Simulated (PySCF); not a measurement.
## Partial charges of `C=C(F)[C@@H]1[SiH2]C[Si@H]1Cl`

C4H8ClFSi2.
SMILES with atom numbers: `[CH2:1]=[C:2]([F:3])[C@@H:4]1[SiH2:5][CH2:6][Si@H:7]1[Cl:8]` (hydrogens: H9, H10 on C1; H11 on C4; H12, H13 on Si5; H14, H15 on C6; H16 on Si7)

Structure used (GFN2-xTB), in Å, numbered top down from 1:
```
atom  x, y, z in Å
C1     2.681    0.590    0.683
C2     1.362    0.513    0.635
F3     0.640    1.233    1.548
C4     0.507   -0.244   -0.286
Si5   -0.825    0.837   -1.205
C6    -2.177   -0.176   -0.292
Si7   -0.880   -1.283    0.576
Cl8   -0.888   -3.192   -0.092
H9     3.288    0.043   -0.013
H10    3.181    1.199    1.413
H11    1.149   -0.815   -0.954
H12   -0.768    2.252   -0.855
H13   -0.772    0.638   -2.653
H14   -2.778    0.414    0.394
H15   -2.872   -0.702   -0.941
H16   -0.857   -1.298    2.031
```

Density: PBE0/pcSseg-1 (PySCF); schemes: Mulliken, IAO, Hirshfeld and ESP-fitted. One conformer (not necessarily the lowest) at the GFN2-xTB geometry, without solvent, vibrations or thermal averaging.

What partial charge does each atom carry?

In e:

```tsv
atom	environment	Mulliken	IAO	Hirshfeld	ESP-fitted
C1	terminal =CH2 carbon	-0.183	-0.406	-0.151	-0.687
C2	vinylic C–F carbon	+0.231	+0.305	+0.082	+0.332
F3	vinyl fluorine	-0.301	-0.295	-0.084	-0.183
C4	sp3 carbon bound to silicon	-0.820	-0.680	-0.210	-0.300
Si5	SiH2 silicon	+0.697	+0.766	+0.350	+0.407
C6	sp3 carbon bound to silicon	-0.822	-0.846	-0.257	-0.448
Si7	chlorine-bound silicon	+0.890	+0.942	+0.368	+0.363
Cl8	silicon-bound chlorine	-0.311	-0.300	-0.118	-0.176
H9	vinylic hydrogen	+0.123	+0.161	+0.049	+0.236
H10	vinylic hydrogen	+0.126	+0.167	+0.047	+0.245
H11	methine hydrogen	+0.172	+0.174	+0.046	+0.127
H12	Si–H hydrogen	-0.054	-0.104	-0.068	-0.069
H13	Si–H hydrogen	-0.066	-0.113	-0.070	-0.085
H14	methylene hydrogen	+0.177	+0.171	+0.043	+0.136
H15	methylene hydrogen	+0.176	+0.170	+0.038	+0.126
H16	Si–H hydrogen	-0.036	-0.109	-0.065	-0.026
```

Mean size of the charges over all atoms: IAO 0.357 e, Mulliken 0.324 e, ESP-fitted 0.247 e, Hirshfeld 0.128 e. Each set sums to the total charge, 0, to within 0.001 e. The ESP scheme fits charges at the nuclei, held to the total charge, to the electrostatic potential on points at 1.4 to 2.0 times the van der Waals radii.

Lowest charge. The schemes don't all agree: Mulliken C6 (-0.822); IAO C6 (-0.846); Hirshfeld C6 (-0.257); ESP-fitted C1 (-0.687).

Highest charge. The schemes don't all agree: Mulliken Si7 (+0.890); IAO Si7 (+0.942); Hirshfeld Si7 (+0.368); ESP-fitted Si5 (+0.407).

How many electrons does the ESP-fitted scheme count on C1?

Z − q = 6 − (-0.687) = 6.687.

How closely do the schemes follow one another over all atoms?

Correlation coefficient and root-mean-square difference: Mulliken with IAO 0.99, 0.077 e; IAO with Hirshfeld 0.98, 0.290 e; Mulliken with Hirshfeld 0.96, 0.281 e; IAO with ESP-fitted 0.88, 0.237 e; Hirshfeld with ESP-fitted 0.85, 0.179 e; Mulliken with ESP-fitted 0.81, 0.263 e.

Sum the charges by element, for elements with more than one atom.

| element | atoms | Mulliken | IAO | Hirshfeld | ESP-fitted |
| --- | --- | --- | --- | --- | --- |
| C | 4 | -1.595 | -1.628 | -0.537 | -1.103 |
| Si | 2 | +1.588 | +1.707 | +0.717 | +0.770 |
| H | 8 | +0.619 | +0.517 | +0.021 | +0.692 |
